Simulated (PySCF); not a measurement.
ClSi, SMILES [Si]Cl (connectivity only; charge and spin as stated), neutral, multiplicity 2. Atoms are numbered in the order given.

```xyz
2

Si     0.0000     0.0000    -1.1432
Cl     0.0000     0.0000     0.9414
```
Charge 0, spin multiplicity 2.

The structure is a stationary point at B3LYP-D3(BJ)/def2-TZVPD.

Computed with PySCF with B3LYP/pcH-1.

Unrestricted Kohn–Sham, ⟨S²⟩ = 0.753. Hyperfine tensors hold the contact and dipolar terms, without spin-orbit corrections.

Computed hyperfine couplings:
```csv
nucleus,A(iso) (MHz),A(iso) (G),dipolar principal values (MHz)
29Si no. 1,-4.3,-1.5,"-214.9, 105.7, 109.2"
35Cl no. 2,5.9,2.1,"-18.3, -16.3, 34.6"
```
